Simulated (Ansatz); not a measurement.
Molecule: SiF$_{3}$ (charge -1, singlet). 
Geometry from a B3LYP-D3(BJ)/def2-TZVP (Ansatz, a program for electronic structure) optimisation:
```xyz
4

Si     0.0124    -0.0042     0.5625
F     -1.1596    -0.8767    -0.2728
F     -0.1906     1.4403    -0.2770
F      1.3309    -0.5572    -0.3252
```
Charge -1, spin multiplicity 1.

Basis-set convergence of Hartree-Fock and CCSD correlation energies (hartree) with Ansatz. Correlated levels leave the core frozen unless marked. Spin-orbit coupling is left out. Non-relativistic.

```
basis            functions       E(HF)  E(corr, CCSD)
---------------  ---------  ----------  -------------
aug-cc-pV(D+d)Z        101  -587.49832       -0.73407
aug-cc-pV(T+d)Z        193           …              …
```

Task: What belongs in the gaps?

Result: 
- aug-cc-pV(T+d)Z, E(HF): -587.59433
- aug-cc-pV(T+d)Z, E(corr, CCSD): -0.90860
